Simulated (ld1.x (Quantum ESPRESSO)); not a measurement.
**molybdenum, TM: configuration errors across variants**

Mo (Z = 42), norm-conserving Troullier–Martins (Kleinman–Bylander form), made with ld1.x (Quantum ESPRESSO) 7.5 (BLYP, scalar-relativistic). Core [Ar] 3d10, reference 4s2 4p6 4d6 5s0 5p0. Waves: 4s (bound): rc 1.25 bohr; 4p (bound): rc 1.75 bohr; 4d (bound): rc 1.50 bohr; 4f channel at 0.05 Ry: rc 1.40 bohr. Local part: all-electron potential smoothed inside 1.10 bohr (lloc = -2). Core correction: a·sin(br)/r model core inside 1.00 bohr.

All-electron excitation energies from the reference (eV): (1) 4s2 4p6 4d5 5s1 5p0 -0.847; (2) 4s2 4p6 4d5 5s0 5p0 6.088; (3) 4s2 4p6 4d4 5s0 5p0 21.490; (4) 4s2 4p6 4d4 5s1 5p0 7.090; (5) 4s1 4p6 4d5 5s1 5p0 69.248; (6) 4s2 4p6 4d4 5s1 5p1 2.815; (7) 4s2 4p6 4d2 5s0 5p0 87.539.

Tests that are not counted but printed errors over 1 eV. “local potential all-electron potential smoothed inside 1.56 bohr (lloc = -2)”: 4s2 4p6 4d4 5s1 5p1 (solver errors, printed error -1850 eV); 4s1 4p6 4d5 5s1 5p0 (an occupied level unbound or not found, printed error -3.5 eV); 2 more.

A true bound ghost makes a file unfit for plane-wave use even where its test errors are small: the radial tests pick states by their node count and pass the ghost by. Where a test does run into it, the solver fails or the error is huge.

Errors AE − PS in meV (a dash: test not solved or not reliable):

| change | (1) | (2) | (3) | (4) | (5) | (6) | (7) | bound ghosts |
| --- | --- | --- | --- | --- | --- | --- | --- | --- |
| base | +158 | +0.8 | +3.9 | +252 | +306 | +264 | +51 | none |
| wave 4f channel at 0.05 Ry: rc 1.40 bohr becomes 4f channel at 2.41 Ry: rc 1.40 bohr | +158 | +0.8 | +3.9 | +252 | +306 | +264 | +51 | none |
| wave 4f channel at 0.05 Ry: rc 1.40 bohr becomes 4f channel at 0.05 Ry: rc 1.22 bohr | +158 | +0.8 | +3.9 | +252 | +306 | +264 | +51 | none |
| core correction a·sin(br)/r model core inside 0.96 bohr | +158 | +0.8 | +3.7 | +252 | +306 | +264 | +50 | none |
| local potential all-electron potential smoothed inside 1.56 bohr (lloc = -2) | – | +0.5 | +1.3 | – | – | – | +28 | s |
| all radii but the core radius scaled by about 0.93 (s 1.16, p 1.64, d 1.40, f 1.30 bohr); local potential all-electron potential smoothed inside 1.02 bohr (lloc = -2) | +179 | +1.0 | +4.4 | +286 | +352 | +288 | +48 | none |
| wave 4d (bound): rc 1.50 bohr becomes 4d (bound): rc 1.28 bohr | +159 | +1.4 | +5.6 | +254 | +311 | +266 | +55 | none |

Give the same row for: wave 4s (bound): rc 1.25 bohr becomes 4s (bound): rc 1.18 bohr.

+139, +0.8, +3.9, +221, +270, +237, +51; bound ghosts: none.
